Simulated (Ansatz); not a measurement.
CH₄BrInO, SMILES `[CH3][In]([OH])[Br]`. The species carries charge 0 and has multiplicity 1. In: def2 effective core potential.

Z-matrix (Å, degrees):
```
C
In 1 2.123
H 1 1.090 2 109.2
H 1 1.090 2 109.1 3 -119.2
H 1 1.088 2 109.4 3 120.6
O 2 1.976 1 125.9 3 55.1
Br 2 2.486 1 124.1 3 -125.0
H 6 0.961 2 111.8 1 180.0
```

Problem. List the harmonic frequencies (cm⁻¹, unscaled) at PBE0-D4/def2-TZVP in Ansatz. (Best estimate.)

Solution. The calculation gave: 33i, 86, 114, 118, 241, 360, 522, 611, 729, 750, 823, 1199, 1447, 1449, 3076, 3172, 3188, 3883.
